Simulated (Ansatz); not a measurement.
`[InH2][B]1CO1` + `C=N` → `C=[N][InH2]` + `B1CO1` at 700 K and 1 bar (cleavage of the In–B bond).

Isolated molecules relaxed with PBE0-D4/def2-TZVP in Ansatz; ΔE leaves out vibrations. CCSD(T)/CBS adds triple-zeta CCSD(T) − MP2 to the extrapolated MP2 energy (def2 sets, frozen cores). This one scheme is used for every species. def2 core potentials past Kr. For In outer-core shells are correlated without core-valence functions, which leaves a few kJ/mol of doubt a bond.

| species | CCSD(T)/CBS energy (Eh) | H − E (kJ/mol) | S (J/(mol·K)) |
| --- | --- | --- | --- |
| `[InH2][B]1CO1` | -330.19118 | 184.4 | 426.4 |
| `C=N` | -94.52360 | 135.6 | 268.6 |
| `C=[N][InH2]` | -284.90922 | 162.3 | 392.3 |
| `B1CO1` | -139.80191 | 150.0 | 304.8 |

H − E and S are ideal-gas, rigid-rotor, harmonic terms from PBE0-D4/def2-TZVP. 1 Eh = 2625.50 kJ/mol, R = 8.31446 J/(mol·K).

**Question.** By hand: ΔE, ΔH, ΔS and ΔG.

**Answer.** ΔE = (-284.90922) + (-139.80191) − (-330.19118) − (-94.52360) = 0.00365 Eh = 9.6 kJ/mol. Δ(H − E) = 162.3 + 150.0 − 184.4 − 135.6 = -7.7, so ΔH = 1.9 kJ/mol. ΔS = 392.3 + 304.8 − 426.4 − 268.6 = 2.1 J/(mol·K). ΔG = 1.9 − 700 × (2.1)/1000 = 0.4 kJ/mol.

**Question.** By hand: the equilibrium constant, and the temperature at which ΔG would vanish if ΔH and ΔS stayed fixed.

**Answer.** log₁₀ K = −ΔG/(RT ln 10) = 0.0. ΔG = 0 at ΔH/ΔS = 905 K, though so small a ΔH makes that figure unsure.

TΔS isn't small against ΔH here. The sign of ΔG lies within the doubt. A doubt of 5 kJ/mol in ΔE shifts log₁₀ K by 0.4 here. These are equilibria of isolated gas molecules and say nothing of rates. Largest T1 diagnostic: 0.016 (customary marks: 0.02 for closed shells, 0.045 for open ones).
